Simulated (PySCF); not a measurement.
Cl₃In, SMILES [In]([Cl])([Cl])[Cl] (connectivity only; charge and spin as stated), charge +1, multiplicity 2.

Coordinates come from a PBE0-D3(BJ)/def2-SVP optimisation. The multiplicity is an assumed one; other spin states were not compared. The isomer is the one that the SMILES or the coordinates give; other isomers of the formula were not compared. The def2 effective core potentials stand for the cores of In; spin–orbit coupling is left out.

Calculation: PySCF with PBE0-D3(BJ)/def2-SVP.

Frequencies are harmonic and unscaled.

Computed harmonic wavenumbers and intensities:
| mode | ν (cm⁻¹) | IR (km/mol) | moving atoms (share of kinetic energy) |
|---|---|---|---|
| 1 | 58 | 3.2 | Cl 65 %, In 35 % |
| 2 | 77 | 6.8 | Cl 54 %, In 46 % |
| 3 | 170 | 5.5 | Cl 90 %, In 10 % |
| 4 | 248 | 3.1 | Cl 88 %, In 12 % |
| 5 | 338 | 1.6 | Cl 98 % |
| 6 | 451 | 36.2 | Cl 64 %, In 36 % |
